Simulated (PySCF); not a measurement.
**Exercise with solution: refractive index and permittivity of the vapour**

C₃H₁₀ClNSi, SMILES C[C@@H](N)[Si@H](C)Cl.

Coordinates come from a PBE0-D3(BJ)/def2-SVP optimisation. The structure was generated by enumeration; whether it is a known compound was not checked. Other conformers were not sampled.

PBE/def2-TZVP run with PySCF gives a mean static polarisability of 85.3 bohr³ and a dipole moment of 3.02 D. Take an ideal gas at 298.15 K and 1 bar, whether or not the substance is that volatile.

Question: Work out n − 1 in the optical limit and the static ε − 1.

Answer: 
Polarisability volume α' = 85.3 × 0.148185 = 12.64 Å³. Number density N = p/kT = 2.43e-5 Å⁻³.
Dilute limit of Lorentz–Lorenz: n − 1 = 2π N α' = 0.0019.
Orientation term of Debye: μ²/(3kT) = 8.098 Å³ × μ²(D²) = 73.86 Å³.
ε − 1 = 4π N (α' + μ²/3kT) = 0.026. Orientation of the dipole supplies 85 % of the static response; it can't follow optical fields. Vibrational polarisation and dispersion are left out.
